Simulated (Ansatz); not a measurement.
Isolated molecules relaxed with PBE0-D4/def2-TZVP in Ansatz; ΔE leaves out vibrations. CCSD(T)/CBS adds triple-zeta CCSD(T) − MP2 to the extrapolated MP2 energy (def2 sets, frozen cores). This one scheme is used for every species. DFT in def2-TZVPP. B3LYP here is the variant with VWN-RPA as its local correlation; programs differ in this. Triplets are unrestricted, without spin–orbit coupling. One conformer a species, not always the lowest.

Reaction (formal loss of a carbene): `C=CCN[SiH2]Cl` → `C=CN[SiH2]Cl` + `[CH2]` (triplet)

(1) Is it downhill or uphill in electronic energy at CCSD(T)/CBS, and by how much? (Best estimate.)

(2) What do these levels give: ωB97M-V, B2PLYP, B3LYP, CCSD/def2-TZVPP, CCSD(T)/def2-TZVPP, CCSD/CBS(def2)? (Estimate.)

Largest T1 diagnostic among the species: 0.011.

## Answers

(1) The calculation gave: Uphill: ΔE = +99.5 kcal/mol.

(2) Computed: ωB97M-V 99.7, B2PLYP 96.0, B3LYP 93.7, CCSD/def2-TZVPP 94.4, CCSD(T)/def2-TZVPP 96.9, CCSD/CBS(def2) 97.0 kcal/mol.

The D4 term adds +2.9 kcal/mol with B3LYP and +1.6 kcal/mol with PBE0; it sums over pairs of atoms, weighted by their polarisabilities, and B3LYP, whose exchange is more repulsive, gets the larger term. From PBE to PBE0 (25 % exact exchange), in def2-TZVPP and without D4, ΔE moves by −1.2 kcal/mol. In def2-TZVPP, CCSD(T) changes the Hartree–Fock value by +32.7 kcal/mol (the triples alone add +2.5 kcal/mol) and MP2 by +35.2 kcal/mol.
